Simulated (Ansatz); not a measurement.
The same molecule with X = F, Cl, Br. Ansatz, PBE0-D4/def2-TZVP geometries, multiplicity 1. Each molecule was computed in one conformer, which needn't be the lowest.

Scalar relativity is left out up to krypton.

```
 X          molecule  mean X–Mg bond length / Å  LUMO energy (PBE0/def2-TZVPP) / eV  HOMO–LUMO gap (PBE/def2-TZVPP) / eV  HOMO–LUMO gap (B3LYP/def2-TZVPP) / eV
 F   `C[CH2][Mg][F]`                      1.761                               -1.02                                 4.08                                   5.46
Br  `C[CH2][Mg][Br]`                      2.348                               -1.11                                 4.05                                   5.42
```

**Question.** Give the row for X = Cl, `C[CH2][Mg][Cl]`. (An estimate is asked.)

**Answer.** Computed: 
```tsv
X	molecule	mean X–Mg bond length / Å	LUMO energy (PBE0/def2-TZVPP) / eV	HOMO–LUMO gap (PBE/def2-TZVPP) / eV	HOMO–LUMO gap (B3LYP/def2-TZVPP) / eV
Cl	`C[CH2][Mg][Cl]`	2.195	-1.06	4.10	5.48
```

From F to Br the mean X–Mg bond length rises at each step, by 0.587 Å in all; the LUMO energy (PBE0/def2-TZVPP) falls at each step, by 0.09 eV in all; the HOMO–LUMO gap (PBE/def2-TZVPP) hardly changes; the HOMO–LUMO gap (B3LYP/def2-TZVPP) isn't monotonic: highest at Cl, lowest at Br. Bonds lengthen as the atom grows down the group.

B3LYP here is the variant with VWN-RPA as its local correlation; programs differ in this.

Spin–orbit coupling is left out; it splits and shifts lone-pair levels of the heavy atoms by tenths of an eV.
